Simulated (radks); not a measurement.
Trend from Sc to Zn: ionisation energy by Delta-SCF between NIST ground configurations, and size. Method: scalar-relativistic Kohn-Sham, r2SCAN, spin-unpolarised, spherical densities, finite nucleus; meta-GGA in the generalised Kohn-Sham scheme; Fermi nuclear charge, rms radius of each element as measured or else 0.836 A^(1/3) + 0.57 fm; computed with a radial shooting solver on a logarithmic mesh with Libxc functionals.

| species | configuration | configuration of the ion | IE (eV) | NIST (eV) | kind | -e(HOMO) (eV) | outermost | <r> outermost (bohr) |
|---|---|---|---|---|---|---|---|---|
| Sc | [Ar] 3d1 4s2 | [Ar] 3d1 4s1 | 6.951 | 6.561 | exp. | 3.002 (3d) | 4s | 3.76 |
| Ti | [Ar] 3d2 4s2 | [Ar] 3d2 4s1 | 7.425 | 6.828 | exp. | 4.084 (3d) | 4s | 3.54 |
| V | [Ar] 3d3 4s2 | [Ar] 3d4 | 7.181 | 6.746 | exp. | 4.879 (4s) | 4s | 3.37 |
| Cr | [Ar] 3d5 4s1 | [Ar] 3d5 | 6.639 | 6.767 | exp. | 2.812 (3d) | 4s | 3.46 |
| Mn | [Ar] 3d5 4s2 | [Ar] 3d5 4s1 | 8.517 | 7.434 | exp. | 5.312 (4s) | 4s | 3.10 |
| Fe | [Ar] 3d6 4s2 | [Ar] 3d6 4s1 | 8.832 | 7.902 | exp. | 5.507 (4s) | 4s | 2.99 |
| Co | [Ar] 3d7 4s2 | [Ar] 3d8 | 6.197 | 7.881 | exp. | 5.693 (4s) | 4s | 2.89 |
| Ni | [Ar] 3d8 4s2 | [Ar] 3d9 | 5.976 | 7.640 | exp. | 5.873 (4s) | 4s | 2.80 |
| Cu | [Ar] 3d10 4s1 | [Ar] 3d10 | 7.810 | 7.726 | exp. | 4.523 (4s) | 4s | 2.95 |
| Zn | [Ar] 3d10 4s2 | [Ar] 3d10 4s1 | 9.991 | 9.394 | exp. | 6.220 (4s) | 4s | 2.65 |

Reference values: NIST Atomic Spectra Database (measured). Spin polarisation and multiplet splitting are left out, so open shells lie too high by an amount that depends on their filling.

Beside tabulated values, note that spin-unpolarised runs miss the spin-polarisation part of the exchange energy of open shells.
